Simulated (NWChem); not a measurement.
MoF$_{5}$ cation; SMILES [F][Mo+]([F])([F])([F])[F]

The spin multiplicity was typed, not searched, and may not be the lowest. def2 effective core potentials on Mo; no spin-orbit coupling.

Problem. Give the equilibrium geometry at PBE0/def2-SVP with def2 effective core potentials on Mo (NWChem) as a Z-matrix, with the point group.

Solution. point group D3h; any orientation.
```
Mo
F 1 1.7585
F 1 1.7585 2 120.00
F 1 1.7585 2 120.00 3 180.00
F 1 1.7877 2 90.00 3 90.00
F 1 1.7877 2 90.00 5 180.00
```
